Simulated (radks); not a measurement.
The numbers below are computed, except where a source is named.
Problem. Ionisation of I3+, [Kr] 4d10 5s2 5p2, to I4+, [Kr] 4d10 5s2 5p1, under several functionals. Dirac Kohn-Sham, spin-unpolarised, spherical densities, point nucleus; open shells fill j = l - 1/2 first; a radial shooting solver on a logarithmic mesh with Libxc functionals. Known Delta-SCF values: LDA (Slater exchange, Perdew-Zunger correlation) 40.718 eV. What does LDA (Slater exchange, Perdew-Wang correlation) give, and what is its highest occupied eigenvalue?

Solution. 40.716 eV by Delta-SCF; the 5p1/2 eigenvalue is -35.414 eV. NIST: 40.36 eV (measured).

Beside tabulated values, note that spin-unpolarised runs miss the spin-polarisation part of the exchange energy of open shells.
